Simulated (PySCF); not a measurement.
A mixed set of molecules. Method: PySCF 2.14.0, density-fitted response routines, TDDFT B3LYP/def2-SVPD, vertical, gas phase, core orbitals frozen in the response. Geometries: PBE0-D3(BJ)/def2-SVP; one conformer of each isolated species. Triplets are in the Tamm–Dancoff approximation. 'Strongest' means the level of largest summed f among the lowest 10 singlets; it needn't be the same kind of state in each.

Problem. Rank by computed lowest singlet excitation energy, highest first.
A. `CCC(C)(C)CC`
B. `ClC(Cl)[SiH]1OCCCO1`
C. `CC(C)(C)OC(C)(C)C`
D. `CCCCCCC`

Solution. D (8.15 eV), A (7.85 eV), C (6.42 eV), B (6.11 eV).

```csv
SMILES,S1 (eV),T1 (eV),f (S1),α (au),f (strongest),gap (eV),S1 mainly
CCCCCCC,8.15,8.08,0.009,90.3,0.10,9.03,H→L (97%)
CCC(C)(C)CC,7.85,7.73,0.016,87.7,0.06,8.69,H→L (99%)
CC(C)(C)OC(C)(C)C,6.42,6.38,0.030,104.6,0.06,7.21,H→L (99%)
ClC(Cl)[SiH]1OCCCO1,6.11,5.60,0.012,105.0,0.06,7.22,H→L (92%)
```

H and L stand for HOMO and LUMO.

- `CCCCCCC`: Löwdin shares by element: HOMO carbon 57% or more (atoms not listed hold the other 43%); LUMO carbon 32% or more (atoms not listed hold the other 68%).
- `CCC(C)(C)CC`: Löwdin shares by element: HOMO carbon 59% or more (atoms not listed hold the other 41%); LUMO carbon 34% or more (atoms not listed hold the other 66%).
- `CC(C)(C)OC(C)(C)C`: Löwdin shares by element: HOMO oxygen 57%, carbon 21% or more (atoms not listed hold the other 23%); LUMO carbon 31% or more (atoms not listed hold the other 69%).
- `ClC(Cl)[SiH]1OCCCO1`: Löwdin shares by element: HOMO chlorine 36%, carbon 15% or more, oxygen 10% or more (atoms not listed hold the other 38%); LUMO chlorine 63%, carbon 26% or more.
